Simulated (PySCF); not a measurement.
Ar⁺ (argon, charge +1) across methods

[Ne] 3s2 3p5, 2P determinant. Calculation: PySCF 2.14, in aug-cc-pV(5+d)Z (8s7p6d4f3g2h, 136 functions); no relativity, point nucleus.

| method | E (hartree) | mean ε 3s β (eV) | mean ε 3p α (eV) | mean ε 3p β (eV) | Σ⟨r²⟩ (bohr²) | ⟨S²⟩ |
| --- | --- | --- | --- | --- | --- | --- |
| UHF | -526.28273 | -44.731 | -29.146 | -27.633 | 20.17 | 0.759 |
| r2SCAN | -526.9368 | -36.376 | -23.218 | -22.000 | 20.06 | 0.755 |
| PBEsol | -526.0266 | -35.608 | -22.580 | -21.476 | 20.14 | 0.752 |
| revPBE | -526.8808 | -35.636 | -22.611 | -21.524 | 20.12 | 0.753 |
| LDA | -525.3544 | -35.760 | -22.684 | -21.601 | 20.19 | 0.751 |
| PBE | -526.7668 | -35.672 | -22.634 | -21.549 | 20.14 | 0.753 |
| TPSS | -526.9911 | -36.073 | -22.825 | -21.742 | 20.07 | 0.754 |

Q: Estimate the same row for PBE0.

A: E (hartree) = -526.8095; mean ε 3s β (eV) = -38.247; mean ε 3p α (eV) = -24.516; mean ε 3p β (eV) = -23.343; Σ⟨r²⟩ (bohr²) = 20.08; ⟨S²⟩ = 0.754.
